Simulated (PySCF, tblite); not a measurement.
Species: C₂HF₃S₂.
Atom-mapped SMILES: `[F:1][C:2]([F:3])([F:4])[S:5][CH:6]=[S:7]` (hydrogens: H8 on C6)

Computed with GFN2-xTB (tblite), gas phase: Langevin dynamics at 600 K from the optimised GFN2-xTB geometry, time step 0.5 fs, friction 0.01 fs⁻¹, 2000 steps. Over the second half of the run the saved frames average 729 K, 22 % above the target.

Frame at 250 fs, instantaneous temperature 379 K:
```
atom  x, y, z in Å
F1     -1.291    1.312    0.191
C2     -1.349   -0.036    0.105
F3     -2.317   -0.219   -0.734
F4     -1.627   -0.498    1.273
S5      0.156   -1.082   -0.348
C6      1.380    0.044    0.157
S7      2.908   -0.063    0.542
H8      0.950    1.105    0.138
```

Frame at 425 fs, instantaneous temperature 704 K:
```
atom  x, y, z in Å
F1     -1.695    1.129   -0.452
C2     -1.417   -0.259   -0.414
F3     -2.167   -0.838   -1.346
F4     -1.981   -0.566    0.796
S5      0.441   -0.694   -0.682
C6      1.448    0.077    0.674
S7      2.831   -0.718    1.048
H8      1.053    0.943    1.072
```

Frame at 625 fs, instantaneous temperature 691 K:
```
atom  x, y, z in Å
F1     -0.947    1.155   -0.677
C2     -1.168   -0.176   -0.598
F3     -1.951   -0.582   -1.584
F4     -1.742   -0.728    0.529
S5      0.342   -1.125   -0.987
C6      1.253   -0.646    0.534
S7      2.672   -1.210    1.046
H8      0.714    0.227    0.973
```

Frame at 800 fs, instantaneous temperature 770 K:
```
atom  x, y, z in Å
F1     -0.659    0.889   -0.019
C2     -1.000   -0.439   -0.159
F3     -1.591   -0.314   -1.392
F4     -1.776   -0.541    0.848
S5      0.545   -1.462   -0.323
C6      1.565   -1.136    1.020
S7      3.144   -1.197    0.950
H8      1.015   -0.672    1.934
```

Frame at 1000 fs, instantaneous temperature 820 K:
```
atom  x, y, z in Å
F1     -1.003    0.864    0.438
C2     -1.433   -0.331    0.046
F3     -1.950   -0.217   -1.181
F4     -2.116   -0.814    1.088
S5      0.092   -1.347   -0.082
C6      1.096   -0.489    0.861
S7      2.546   -1.284    1.236
H8      1.210    0.610    1.007
```

Question: What do single points at PBE0/def2-SVPD (PySCF, gas phase, TDDFT, vertical, frozen core in the response) give on these frames?

Answer: 
```
t (fs)  GFN2-xTB E above start (eV)  DFT E above lowest frame (eV)  HOMO (eV)  LUMO (eV)  dipole (D)  S1 (eV)  f(S1)
   250                         0.46                           0.00      -7.02      -2.64        1.28     2.62  0.000
   425                         0.60                           0.21      -7.62      -3.45        0.80     2.41  0.000
   625                         0.51                           0.00      -7.24      -2.86        1.14     2.60  0.000
   800                         0.75                           0.40      -7.38      -3.02        1.39     2.59  0.000
  1000                         0.86                           0.46      -6.85      -2.95        2.33     2.20  0.000
```

Both levels order the frames alike by energy; measured from each level's lowest frame they differ by 0.11 eV at most. The HOMO–LUMO gap runs from 3.90 to 4.38 eV. These are instantaneous structures, not minima.

The cost below is that of the whole dynamics run. On an Intel Xeon at 2.50 GHz with one thread, no GPU, shared host with 64 logical CPUs at a one-minute load of 54, this took 30 s of wall time and 0.18 GiB of memory at its peak.
